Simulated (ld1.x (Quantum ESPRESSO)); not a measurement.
# Li (Z = 3): one change to a PAW potential, before and after

- Element: lithium
- Generator: ld1.x (Quantum ESPRESSO) 7.5
- Type: PAW
- Functional: LDA (PZ)
- Relativity: scalar-relativistic
- Frozen core: [He]
- Valence charge: 1
- Reference configuration: 2s1 2p0
- Partial waves: 2s (bound): rcut 2.70, rcutus 2.95 bohr; 2s channel at 0.2 Ry: rcut 2.70, rcutus 2.95 bohr; 2p (bound, empty): rcut 3.75, rcutus 4.25 bohr; 2p channel at 4.3 Ry: rcut 3.75, rcutus 4.25 bohr
- Local potential: all-electron potential smoothed inside 4.00 bohr (lloc = -1)
- Core correction: Bessel-smoothed model core inside 2.15 bohr
- Augmentation charge: BESSEL, radius 2.60 bohr

All-electron outer shells of the reference configuration (LDA (PZ), scalar-relativistic, ld1.x):

```csv
shell,level (eV),outermost node (bohr),outermost maximum (bohr)
1s,-51.10,–,0.36
2s,-2.88,0.84,3.12
2p,-1.13,–,3.91
```

Change: type TM; waves now 2s (bound): rc 2.95 bohr; 2p (bound): rc 4.25 bohr; local potential all-electron potential smoothed inside 4.15 bohr (lloc = -1).

Cutoffs: the cutoffs (Ry, on a coarse ladder) from which the occupation-weighted sum of valence levels, in a spherical-Bessel basis at the reference potential, stays within 10 and 1 mRy of its value at 400 Ry; they do not see the model core or the augmentation charge, which bear on the density cutoff. Errors are all-electron minus pseudo energies relative to the spin-unpolarised reference configuration.

Q: How do hardness, ghosts and transferability respond?

A: Both files are so soft that the ladder of cutoffs tells neither apart; of the 4 tests that both files solve, the error grows in 2 and shrinks in 1 by more than 15 % and 0.3 meV (median size 0.6 → 1.3 meV); the range in which the s phases agree narrows (upper end 3.2 → 0.6); neither file shows a bound ghost. Several settings change at once here, so the effects cannot be laid on one of them.

| quantity | base | changed |
| --- | --- | --- |
| cutoff, loose | 6 Ry | 6 Ry |
| cutoff, tight | 6 Ry | 6 Ry |
| bound ghosts | none | none |
| error for 2s0.5 2p0, meV [ΔE 2.04 eV] | -0.5 | +0.1 |
| error for 2s0 2p1, meV [ΔE 1.75 eV] | -2.0 | -6.1 |
| error for 2s1 2p0 (spin-polarised), meV [ΔE -0.23 eV] | -0.2 | +1.9 |
| error for 2s0.5 2p0 (spin-polarised), meV [ΔE 1.95 eV] | -0.7 | +0.6 |
| s: phases at 4.57 bohr within 0.05 rad from the reference energy up to (Ry; the scan ends near 5) | 3.2 | 0.6 |
| p: phases at 4.57 bohr within 0.05 rad from the reference energy up to (Ry; the scan ends near 5) | 0.3 | 0.5 |
